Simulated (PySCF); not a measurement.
C8H10OS.
Atom-mapped SMILES: `[CH3:1][S@@:2](=[O:3])[CH2:4][c:5]1[cH:6][cH:7][cH:8][cH:9][cH:10]1` (hydrogens: H11, H12, H13 on C1; H14, H15 on C4; H16 on C6; H17 on C7; H18 on C8; H19 on C9; H20 on C10)

The same species was optimised twice, with GFN2-xTB and with PBE0-D3(BJ)/def2-SVP (PySCF), and the same property calculations (PySCF, gas phase) were run on both structures.

```json
{"coordinate": "S2=O3 (Å)", "GFN2-xTB": "1.462", "PBE0-D3(BJ)/def2-SVP": "1.500", "change": "+0.038"}
{"coordinate": "C1–S2 (Å)", "GFN2-xTB": "1.846", "PBE0-D3(BJ)/def2-SVP": "1.812", "change": "-0.034"}
{"coordinate": "S2–C4 (Å)", "GFN2-xTB": "1.877", "PBE0-D3(BJ)/def2-SVP": "1.847", "change": "-0.030"}
{"coordinate": "C9–C10 (Å)", "GFN2-xTB": "1.382", "PBE0-D3(BJ)/def2-SVP": "1.392", "change": "+0.010"}
{"coordinate": "C7–C8 (Å)", "GFN2-xTB": "1.384", "PBE0-D3(BJ)/def2-SVP": "1.394", "change": "+0.010"}
{"coordinate": "C5–C6 (Å)", "GFN2-xTB": "1.390", "PBE0-D3(BJ)/def2-SVP": "1.400", "change": "+0.010"}
{"coordinate": "C6–C7 (Å)", "GFN2-xTB": "1.384", "PBE0-D3(BJ)/def2-SVP": "1.393", "change": "+0.009"}
{"coordinate": "C5–C10 (Å)", "GFN2-xTB": "1.392", "PBE0-D3(BJ)/def2-SVP": "1.402", "change": "+0.010"}
{"coordinate": "C8–C9 (Å)", "GFN2-xTB": "1.386", "PBE0-D3(BJ)/def2-SVP": "1.395", "change": "+0.009"}
{"coordinate": "C4–C5 (Å)", "GFN2-xTB": "1.484", "PBE0-D3(BJ)/def2-SVP": "1.491", "change": "+0.007"}
{"coordinate": "S2–C4–C5 (°)", "GFN2-xTB": "110.0", "PBE0-D3(BJ)/def2-SVP": "112.1", "change": "+2.1"}
{"coordinate": "C1–S2–C4 (°)", "GFN2-xTB": "95.3", "PBE0-D3(BJ)/def2-SVP": "97.2", "change": "+1.9"}
{"coordinate": "O3–S2–C4 (°)", "GFN2-xTB": "105.2", "PBE0-D3(BJ)/def2-SVP": "105.9", "change": "+0.7"}
{"coordinate": "C4–C5–C10 (°)", "GFN2-xTB": "119.7", "PBE0-D3(BJ)/def2-SVP": "120.0", "change": "+0.3"}
{"coordinate": "C5–C6–C7 (°)", "GFN2-xTB": "120.5", "PBE0-D3(BJ)/def2-SVP": "120.8", "change": "+0.3"}
{"coordinate": "C1–S2–O3 (°)", "GFN2-xTB": "105.9", "PBE0-D3(BJ)/def2-SVP": "106.1", "change": "+0.2"}
{"coordinate": "C6–C5–C10 (°)", "GFN2-xTB": "118.9", "PBE0-D3(BJ)/def2-SVP": "118.7", "change": "-0.2"}
{"coordinate": "C4–C5–C6 (°)", "GFN2-xTB": "121.4", "PBE0-D3(BJ)/def2-SVP": "121.2", "change": "-0.2"}
{"coordinate": "C1–S2–C4–C5 (°)", "GFN2-xTB": "64", "PBE0-D3(BJ)/def2-SVP": "67", "change": "+3"}
{"coordinate": "S2–C4–C5–C6 (°)", "GFN2-xTB": "-114", "PBE0-D3(BJ)/def2-SVP": "-110", "change": "+4"}
```

Rotational constants: A = 2841, B = 652.7, C = 615.9 MHz (GFN2-xTB) against A = 2836, B = 638.3, C = 596.8 MHz (PBE0-D3(BJ)/def2-SVP). Point groups within 0.08 Å: C1 and C1.

On the GFN2-xTB structure: HOMO (eV) -6.57 [PBE0/pcSseg-1]; LUMO (eV) -0.75 [PBE0/pcSseg-1]; dipole (D) 3.97 [PBE0/pcSseg-1]; GIAO shielding of C1 (ppm) 143.3 [PBE0/pcSseg-1]; GIAO shielding of S2 (ppm) 156.9 [PBE0/pcSseg-1]; GIAO shielding of O3 (ppm) 248.9 [PBE0/pcSseg-1]; GIAO shielding of C4 (ppm) 115.0 [PBE0/pcSseg-1]; GIAO shielding of C5 (ppm) 49.4 [PBE0/pcSseg-1]; GIAO shielding of C6/C10 (mean) (ppm) 52.4 [PBE0/pcSseg-1]; GIAO shielding of C7/C9 (mean) (ppm) 52.0 [PBE0/pcSseg-1]; GIAO shielding of C8 (ppm) 53.7 [PBE0/pcSseg-1].

Problem. What do these properties become on the PBE0-D3(BJ)/def2-SVP structure?

Solution. 
```csv
property,level,on GFN2-xTB,on PBE0-D3(BJ)/def2-SVP,change
HOMO (eV),PBE0/pcSseg-1,-6.57,-6.52,+0.05
LUMO (eV),PBE0/pcSseg-1,-0.75,-0.84,-0.09
dipole (D),PBE0/pcSseg-1,3.97,4.30,+0.33
"energy, GFN2-xTB geometry as zero (kcal/mol)",PBE0/pcSseg-1,0.0,-2.4,-2.4
GIAO shielding of C1 (ppm),PBE0/pcSseg-1,143.3,144.3,+1.0
GIAO shielding of S2 (ppm),PBE0/pcSseg-1,156.9,170.0,+13.1
GIAO shielding of O3 (ppm),PBE0/pcSseg-1,248.9,240.1,-8.8
GIAO shielding of C4 (ppm),PBE0/pcSseg-1,115.0,116.4,+1.4
GIAO shielding of C5 (ppm),PBE0/pcSseg-1,49.4,48.6,-0.8
GIAO shielding of C6/C10 (mean) (ppm),PBE0/pcSseg-1,52.4,49.2,-3.2
GIAO shielding of C7/C9 (mean) (ppm),PBE0/pcSseg-1,52.0,49.7,-2.3
GIAO shielding of C8 (ppm),PBE0/pcSseg-1,53.7,50.7,-3.0
```

The heavy atoms differ by 0.063 Å rms after alignment. Among bonds between heavy atoms S2=O3 changes most (+0.038 Å). Changes are differences of the printed values. Neither structure is proved a minimum here.

Shape of the structure used: `[CH3:1][S@@:2](=[O:3])[CH2:4][c:5]1[cH:6][cH:7][cH:8][cH:9][cH:10]1`: C1–S2–C4–C5 67°, S2–C4–C5–C6 -110°.
